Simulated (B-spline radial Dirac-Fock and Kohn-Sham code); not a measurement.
**W⁵⁺: M4-N67N67 lines in intermediate coupling**

System: tungsten as W⁵⁺, configuration [Xe] 4f14 5d1, inside a Watson sphere of charge -5 and radius 2.7 Å (a model of the Madelung potential; inside it an electron's potential energy is raised by 26.7 eV).

Input file task.json (cfg lists n, l and occupation; rrms is the nuclear radius in fm):

```json
{"items": [{
  "Z": 74,
  "q": 5,
  "cfg": [[1, 0, 2], [2, 0, 2], [2, 1, 6], [3, 0, 2], [3, 1, 6], [3, 2, 10], [4, 0, 2], [4, 1, 6], [4, 2, 10], [4, 3, 14], [5, 0, 2], [5, 1, 6], [5, 2, 1]],
  "A": 184,
  "rrms": 5.3658,
  "watson": [-5, 2.7],
  "do": ["binding", "quiet", "double"]
}]}
```

Run with: `python xray_run.py task.json out`

Calculated with a B-spline atomic structure program, using multi-electron Dirac-Fock with separately optimised hole states, Breit and Lamb-shift corrections added in first order. The two-hole levels come from diagonalising the Coulomb interaction among the jj configurations; intensities are independent-particle Coulomb rates. Kinetic energies are from the vacuum level. No correlation. Open outer shells are spectators and are not coupled to the holes.

```tsv
kinetic energy (eV)	J	leading jj holes (weight)	leading LS term (weight)	intensity (%)
1723.5	0	N6N6 (0.71)	¹S0 (0.92)	0.7
1731.0	2	N6N6 (0.57)	³P2 (0.58)	2.6
1731.5	1	N6N7 (1.00)	³P1 (1.00)	0.4
1731.8	0	N7N7 (0.71)	³P0 (0.92)	0.0
1732.2	6	N6N7 (0.92)	¹I6 (0.99)	50.0
1733.4	2	N7N7 (0.41)	³P2 (0.40)	2.7
1734.8	4	N6N6 (0.89)	¹G4 (0.48)	19.9
1736.3	2	N7N7 (0.58)	³F2 (0.71)	0.2
1736.3	3	N6N7 (1.00)	³F3 (1.00)	2.6
1736.7	4	N6N7 (0.89)	³H4 (0.50)	8.0
1737.6	5	N6N7 (1.00)	³H5 (1.00)	11.2
1738.5	4	N7N7 (0.99)	³F4 (0.58)	0.1
1739.6	6	N7N7 (0.92)	³H6 (0.99)	1.7
```

The strongest line, by its leading LS label ¹I6, lies at 1732.2 eV. The mean weight of the leading component is 0.81 in jj and 0.77 in LS coupling, so jj labels describe these levels better.
